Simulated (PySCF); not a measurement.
## Magnetisability: `O[SiH2][Si@H]([SiH3])O[SiH3]`, H$_{10}$O$_{2}$Si$_{4}$

Geometry (Å), atoms numbered from 1 in this order:
```xyz
16

O     2.8045   -0.5776    0.5162
Si    1.5378   -1.5355   -0.0234
Si    0.0023    0.0409   -0.8450
Si    0.5190    2.0707    0.2292
O    -1.5618   -0.4589   -0.5198
Si   -2.6944   -0.3727    0.6887
H     3.5478   -1.0204    0.9364
H     0.9167   -2.3143    1.0994
H     2.0031   -2.5315   -1.0430
H     0.1261    0.2056   -2.3259
H     1.8659    2.5293   -0.2263
H     0.5341    1.8820    1.7125
H    -0.4900    3.1263   -0.1011
H    -2.7029    1.0013    1.2816
H    -4.0313   -0.6787    0.1079
H    -2.3841   -1.3564    1.7696
```

Computed, not measured: GIAO KT3/pcSseg-1 magnetisability, rotational g tensor and spin-rotation constants, non-relativistic, gas phase (PySCF 2.14.0). Geometry: PBE0-D3(BJ)/def2-SVP.

(1) How diamagnetic is it, and how anisotropic?

(2) Split it along the inertial axes a, b, c into diamagnetic and paramagnetic parts about the centre of mass, with the quadrupole moment.

(3) And the rotational g tensor?

Results:

(1) Isotropic -1306 × 10⁻³⁰ J/T², or -78.7 × 10⁻⁶ cm³/mol; principal values -1499, -1250, -1169 × 10⁻³⁰ J/T², anisotropy 298 × 10⁻³⁰ J/T² (root of half the summed squared differences of the principal values). The susceptibility is in cgs units.

(2) 
| axis | χ (10⁻⁶ cm³/mol) | diamagnetic (10⁻⁶ cm³/mol) | paramagnetic (10⁻⁶ cm³/mol) | summed x² of all electrons (Å²) | quadrupole Θ (D Å) |
| --- | --- | --- | --- | --- | --- |
| a | -86.5 | -848.7 | 762.2 | 287.0 | +7.32 |
| b | -74.7 | -1436.9 | 1362.2 | 148.3 | -4.97 |
| c | -74.8 | -1846.8 | 1772.1 | 51.7 | -2.35 |

Anisotropies 2χaa − χbb − χcc = -23.4 and 2χbb − χaa − χcc = +11.8 × 10⁻⁶ cm³/mol. Θ is traceless in Buckingham's convention.

(3) 
| axis | rotational constant (GHz) | g | nuclear part | electronic part |
| --- | --- | --- | --- | --- |
| a | 1.7407 | -0.0312 | 0.5922 | -0.6233 |
| b | 0.9109 | -0.0182 | 0.5647 | -0.5829 |
| c | 0.6945 | -0.0144 | 0.5638 | -0.5782 |

Asymmetric top; isotopes 1H, 16O, 28Si; no vibrational averaging.
